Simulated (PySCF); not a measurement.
**Nuclear quadrupole coupling in `C=N[SiH2]c1sncc1N`**

Compound: C4H7N3SSi.
Structure used (GFN2-xTB), in Å, numbered top down from 1:
```xyz
16
C4H7N3SSi angstrom
C      2.8904    0.5761    0.3015
N      1.8401    0.4061   -0.3495
Si     1.0531   -1.0107   -0.9589
C     -0.7105   -0.8052   -0.3886
S     -1.8764   -2.0434   -0.7151
N     -3.1296   -1.2198   -0.0763
C     -2.7416   -0.0612    0.3801
C     -1.3628    0.2414    0.2334
N     -0.7673    1.3795    0.7298
H      3.2019    1.5861    0.5597
H      3.5472   -0.2260    0.6465
H      1.5709   -2.3172   -0.5370
H      1.1616   -0.8345   -2.4098
H     -3.4700    0.5906    0.8329
H     -1.3658    2.1893    0.7787
H      0.1512    1.5577    0.3470
```

Field gradients from the PBE0/pcSseg-1 density (PySCF, non-relativistic), principal values in atomic units, ordered |Vxx| ≤ |Vyy| ≤ |Vzz|:

| atom | Vxx | Vyy | Vzz |
| --- | --- | --- | --- |
| N2 | 0.0988 | 0.8894 | -0.9882 |
| S5 | -0.4911 | -1.8390 | 2.3301 |
| N6 | 0.4006 | 0.5904 | -0.9910 |
| N9 | 0.4114 | 0.6507 | -1.0621 |

Problem. Find the asymmetry η = (Vxx − Vyy)/Vzz and the couplings χ = eQV/h (234.96 MHz × Q in barn × V in au), with Q(14N) = 0.02044 b, Q(33S) = −0.0678 b.

Solution. 
```
atom             environment  nucleus     η  χzz (MHz)  χxx (MHz)  χyy (MHz)
  N2            C=N nitrogen      14N  0.80     -4.746      0.474      4.271
  S5             ring sulfur      33S  0.58     -37.12       7.82      29.30
  N6  pyridine-type nitrogen      14N  0.19     -4.760      1.924      2.836
  N9   aniline-type nitrogen      14N  0.23      -5.10       1.98       3.13
```

Problem. What is Vzz at S5 in SI units (1 au = 9.71736 × 10²¹ V/m²)?

Solution. 2.3301 au = 22.642 × 10²¹ V/m².

Were the hydrogens deuterons (Q(2H) = 0.00286 b), χzz would run from 105 kHz (H12) to 278 kHz (H15).

One conformer (not necessarily the lowest) at the GFN2-xTB geometry, without solvent, vibrations or thermal averaging. GFN2-xTB bond lengths can be off by several hundredths of an ångström, more for odd bonds, and the gradients follow them. With a basis this small, the couplings can be 20 % off.

The run behind these numbers computed NMR shieldings as well. On one thread, Intel Xeon at 2.70 GHz (x86_64) (shared host), this took 88 s and 0.91 GiB of memory at its peak.
